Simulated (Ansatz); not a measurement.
Al(OH) (AlHO), SMILES [Al][OH] (connectivity only; charge and spin as stated), neutral, multiplicity 1.

Geometry optimised at B3LYP-D3(BJ)/def2-TZVPD.

Two levels are set side by side: PBE/def2-TZVPD (Ansatz, a program for electronic structure) and CAM-B3LYP/def2-TZVPD (Ansatz). Energy differences of separate SCF runs at the same geometry; the states with an electron removed or added have multiplicity 2 and 2. Differences are taken from unrounded values.

| quantity | CAM-B3LYP |
|---|---|
| vertical ionisation energy (eV) | 9.14 |
| vertical singlet–triplet gap (eV) | 3.42 |

Problem. What does PBE give, and how far is it from CAM-B3LYP? (The exact figures need the calculation; the answer reports its results.)

Solution. 
| quantity | PBE | PBE minus CAM-B3LYP |
|---|---|---|
| vertical ionisation energy (eV) | 9.03 | -0.11 |
| vertical singlet–triplet gap (eV) | 3.28 | -0.14 |
